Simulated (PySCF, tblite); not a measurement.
Calculations on `[SiH3]Oc1cccs1`, in the order of a workflow; each names the level of the geometry that it ran on. Settings lines and outputs come from a driver script.

C4H6OSSi.
Atom-mapped SMILES: `[SiH3:1][O:2][c:3]1[cH:4][cH:5][cH:6][s:7]1` (hydrogens: H8, H9, H10 on Si1; H11 on C4; H12 on C5; H13 on C6)

Step 1: GFN2-xTB harmonic vibrations, gas phase (tblite 0.8.0) (on the GFN2-xTB geometry)
```json
{"job": {"kind": "ir", "xc": "GFN2-xTB", "basis": "xTB"}, "charge": 0, "multiplicity": 1}
```
```
(table of modes left out)
```

33 modes from 51 to 3169 cm⁻¹ (unscaled, harmonic); zero-point energy 52.5 kcal/mol; all wavenumbers are real at this level.

Hardware: an x86-64 server with one thread, shared host.

Step 2: PBE0-D3(BJ)/def2-SVP geometry optimisation, gas phase (PySCF 2.14.0) (from the GFN2-xTB geometry)
```json
{"job": {"xc": "PBE0", "basis": "def2-SVP", "d3": "d3bj", "grid": 1, "kind": "geom"}, "charge": 0, "multiplicity": 1}
```
```
step   0  E = -918.04058656  max force = 0.024520
step   1  E = -918.04591471  max force = 0.005067
step   2  E = -918.04610548  max force = 0.003393
step   3  E = -918.04608796  max force = 0.004934
...
step   8  E = -918.04623409  max force = 0.000565
step   9  E = -918.04624027  max force = 0.000566
step  10  E = -918.04624679  max force = 0.000454
step  11  E = -918.04625266  max force = 0.000320
optimisation converged
```

Final energy -918.04625 Eh after 11 steps; dipole 0.63 D. Energies in Eh; «max force» is the largest Cartesian gradient component in Eh/bohr.

On an x86-64 server with one thread, shared host, this took 1.8 min wall.

Step 3: TDDFT wB97X-D/def2-SVPD, vertical, gas phase, core orbitals frozen in the response (PySCF 2.14.0, density-fitted response routines) (on the PBE0-D3(BJ)/def2-SVP geometry)
```json
{"job": {"kind": "uv", "xc": "wB97X-D", "basis": "def2-SVPD", "ip": true}, "charge": 0, "multiplicity": 1}
```
```
...
Static polarisability (au): isotropic 93.230, principal 66.034 94.534 119.121
Singlet excitations
state   eV       nm        f      main configurations
  1   5.1449    241.0   0.00134   H->L 0.76, H->L+3 0.11
  2   5.3849    230.2   0.13139   H->L+1 0.90
  3   5.9713    207.6   0.00381   H-1->L 0.61, H-1->L+3 0.15
  4   6.0557    204.7   0.03515   H-1->L+1 0.68, H->L+6 0.12
  5   6.1013    203.2   0.00114   H->L+2 0.57, H->L+3 0.15
  6   6.6780    185.7   0.00221   H->L+5 0.46, H->L+3 0.16, H->L+4 0.12
  7   6.8788    180.2   0.00094   H->L+4 0.40, H->L+5 0.23, H->L+2 0.08
  8   7.1355    173.8   0.01736   H-1->L+2 0.32, H->L+3 0.22, H->L+4 0.14
  9   7.1756    172.8   0.07907   H-1->L+2 0.30, H->L+4 0.12, H->L+3 0.11
 10   7.2204    171.7   0.30758   H->L+6 0.50, H-1->L+1 0.12, H->L+7 0.09
Triplet excitations (Tamm-Dancoff, eV): 3.6022 4.9189 4.9506 5.6232
Vertical ionisation energy (delta-SCF) = 8.1454 eV
```

HOMO -8.04 eV, LUMO 1.39 eV; lowest singlet 5.14 eV; lowest triplet 3.60 eV (Tamm–Dancoff); mean polarisability 93.2 au.

Time: 1.9 min. Hardware: an x86-64 server with one thread, on a shared host.

Geometry of the electronic-property runs (PBE0-D3(BJ)/def2-SVP):
```
atom  x, y, z in Å
Si1   -2.2050    0.4061    0.1739
O2    -0.7403   -0.4257    0.2292
C3     0.4987    0.0630    0.1066
C4     1.6645   -0.6213    0.3291
C5     2.8133    0.1904    0.1052
C6     2.5126    1.4673   -0.2788
S7     0.8072    1.7096   -0.3829
H8    -2.2193    1.4680    1.2214
H9    -2.3836    1.0239   -1.1721
H10   -3.2421   -0.6237    0.4325
H11    1.6770   -1.6643    0.6435
H12    3.8376   -0.1646    0.2280
H13    3.1901    2.2867   -0.5118
```

 (This holds for the electronic-property runs.)

One conformer stands for the species.

wB97X-D is run here without its empirical dispersion term; that term would change no orbital, density or response property at a fixed geometry.
